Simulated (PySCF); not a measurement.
CClF3, SMILES FC(F)(F)Cl. Atoms are numbered in the order given.

```xyz
5

F      1.0780    -0.6224     0.8134
C      0.0000     0.0000     0.3563
F     -1.0780    -0.6224     0.8134
F      0.0000     1.2448     0.8134
Cl     0.0000     0.0000    -1.4176
```

Coordinates come from a B3LYP-D3(BJ)/def2-SVP optimisation.

Method: PySCF with B3LYP/pcJ-1.

Isotropic couplings with Fermi-contact, spin-dipole and both spin-orbit terms, one fixed conformer, no vibrational averaging. Isotopes: 13C, 19F.

### Question
Estimate the spin–spin coupling constants. (The exact figures need the calculation; the answer reports its results.)

### Answer

| pair | bonds apart | J (Hz) |
|---|---|---|
| F1–C2 | 1 | -404.2 |
| C2–F3 | 1 | -404.2 |
| C2–F4 | 1 | -404.2 |
| F1–F3 | 2 | -25.1 |
| F1–F4 | 2 | -25.1 |
| F3–F4 | 2 | -25.1 |
